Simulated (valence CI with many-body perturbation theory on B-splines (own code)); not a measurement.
## Tm LVII: what the settings do

Computed by relativistic CI+MBPT: three valence electrons over a frozen Dirac-Fock core [Ne], radial functions for each j: 6 s, 6 p, 5 d, 3 f, 1 g, with the one-electron correlation potential Σ1, the two-electron term Σ2, the three-electron term Σ3, Breit, model QED; selected CI, second order for the rest, scaled by the run's own slope (own B-spline code, finite nucleus).

The last digits are not significant, and no measured levels were compared; by estimate large intervals hold to a few tenths of a per cent, small ones and those within an open d or f shell to about a per cent.

The reference run has the lowest level (3s^2 3p1/2) J=1/2 and an ionisation energy of 5656.53 eV. Its largest variational space holds 2756 state functions.

Levels are named by their leading jj configuration (3d3/2^4 stands for four electrons in 3d with j = 3/2), which in mixed levels can hold well under half, so a name can repeat and another be missing. Letters in brackets count levels of one name in rising energy.

Changed runs:
A. Davidson tolerance 2e-05 → 0.001
B. highest l with Σ1, explicit Σ2 and valence Breit (higher l get mean screening factors) 3 → 0; logarithmic knot step 0.27 → 0.2
C. core polarisation of operators on → off
D. start configuration 3s2 3p1 → 3s2 3p2 (bad on purpose)

Excitation energies of the reference run in cm⁻¹, and shifts in cm⁻¹:

```csv
Level,Reference,A,B,C
(3s 3p1/2^2) J=1/2,1206220,0,-6819,0
(3s^2 3p3/2) J=3/2,2103210,0,-1770,0
(3s 3p1/2 3p3/2) J=3/2 [a],3090530,0,-10079,0
(3s 3p1/2 3p3/2) J=5/2,3222760,0,-4415,0
(3s 3p1/2 3p3/2) J=3/2 [b],3383420,0,-4731,0
(3s 3p1/2 3p3/2) J=1/2,3456640,0,-4657,0
(3s^2 3d3/2) J=3/2,3824490,0,+3896,0
(3s^2 3d5/2) J=5/2,4239780,0,+956,0
(3p1/2^2 3p3/2) J=3/2,4574810,0,-1915,0
(3s 3p1/2 3d3/2) J=3/2 [a],4683240,0,-4059,0
(3s 3p1/2 3d3/2) J=5/2,4778010,0,-2669,0
(3s 3p1/2 3d3/2) J=1/2,4971820,0,-4791,0
Ionisation energy (eV),5656.53,0,+2.53,0
```

No effect on these energies: A, C.

Run D: It gave no result: the electrons of core and valence do not add up to the charge. The program said: "core and valence hold 14 electrons, the ion has 13".
